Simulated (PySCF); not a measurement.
**Radial density of Sn (tin, neutral)**

TPSS, [Kr] 4d10 5s1 5p3, high-spin 5S determinant (an excited configuration). Computed with PySCF 2.14 in aug-cc-pwCVTZ-PP with ECP28MDF (8s7p6d4f1g, 96 functions), with a scalar-relativistic core potential. This is the valence pseudo-density: the core potential removes the inner electrons and smooths the orbitals near the nucleus.

```
r (bohr)  4πr²ρ (e/bohr)  4πr²(ρα − ρβ)
 0.00444       1.346e-05         0.0000
 0.00747       3.535e-05         0.0000
  0.0126       8.322e-05         0.0000
  0.0211       0.0001647         0.0000
  0.0356       0.0002950         0.0000
  0.0598       0.0005814         0.0000
   0.101        0.002813         0.0001
   0.169         0.03171         0.0003
   0.285          0.5480         0.0084
   0.479           8.043         0.1615
   0.805           22.93         0.1095
    1.35           8.523         0.4109
    2.28           2.300         1.7283
    3.83          0.7230         0.7158
    6.45         0.04321         0.0432
    10.8       0.0002426         0.0002
```

Energies and moments cover only the electrons outside the core potential.
